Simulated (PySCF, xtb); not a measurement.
HO₃S, SMILES O=[SH](=O)[O-], charge -1.

Harmonic wavenumbers (cm⁻¹) from GFN2-xTB (xtb 6.7.1) at its own minimum, in rising order: 468, 468, 546, 977, 1031, 1031, 1181, 1182, 1849.

Problem. What does B3LYP-D3(BJ)/def2-SVPD (PySCF) give at its own minimum? (Estimate from the structure and the level; the computed values follow.)

Solution. 461, 461, 590, 988, 1075, 1075, 1168, 1168, 2372. Paired by order, the mean absolute difference is 79 cm⁻¹ and the zero-point energies are 12.5 and 13.4 kcal/mol.
